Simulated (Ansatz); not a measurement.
`BOBF` + HBr → `FBBr` + `BO` at 600 K and 1 bar (ligand exchange at a B–O bond).

Calculated with Ansatz (gas phase, PBE0-D4/def2-TZVP geometries, no zero-point term in ΔE). CBS: MP2 limit from def2 TZ/QZ plus the TZ coupled-cluster correction, frozen cores. This one scheme is used for every species. For Br outer-core shells are correlated without core-valence functions, which leaves a few kJ/mol of doubt a bond. Scalar relativity is left out up to krypton. One conformer a species, not always the lowest.

| species | CCSD(T)/CBS energy (Eh) | H − E (kJ/mol) | S (J/(mol·K)) |
| --- | --- | --- | --- |
| `BOBF` | -226.48924 | 151.1 | 350.3 |
| HBr | -2573.91920 | 33.5 | 219.1 |
| `FBBr` | -2698.59010 | 70.1 | 312.6 |
| `BO` | -101.80414 | 119.7 | 267.1 |

H − E and S are ideal-gas, rigid-rotor, harmonic terms from PBE0-D4/def2-TZVP, for one conformer and one mirror image of each species. 1 Eh = 2625.50 kJ/mol, R = 8.31446 J/(mol·K).

Q: By hand: ΔE, ΔH, ΔS and ΔG.

A: ΔE = (-2698.59010) + (-101.80414) − (-226.48924) − (-2573.91920) = 0.01420 Eh = 37.3 kJ/mol. Δ(H − E) = 70.1 + 119.7 − 151.1 − 33.5 = 5.2, so ΔH = 42.5 kJ/mol. ΔS = 312.6 + 267.1 − 350.3 − 219.1 = 10.3 J/(mol·K). ΔG = 42.5 − 600 × (10.3)/1000 = 36.3 kJ/mol.

Q: By hand: the equilibrium constant, and the temperature at which ΔG would vanish if ΔH and ΔS stayed fixed.

A: log₁₀ K = −ΔG/(RT ln 10) = -3.2. ΔG = 0 at ΔH/ΔS = 4126 K, far beyond where these terms or the molecules hold.

The number of gas molecules stays the same, so ΔS is small and ΔH decides. A doubt of 5 kJ/mol in ΔE shifts log₁₀ K by 0.4 here. Other conformers and mirror images would add mixing entropy, several J/(mol·K) or more a flexible species. These are equilibria of isolated gas molecules and say nothing of rates. Largest T1 diagnostic: 0.014 (customary marks: 0.02 for closed shells, 0.045 for open ones).
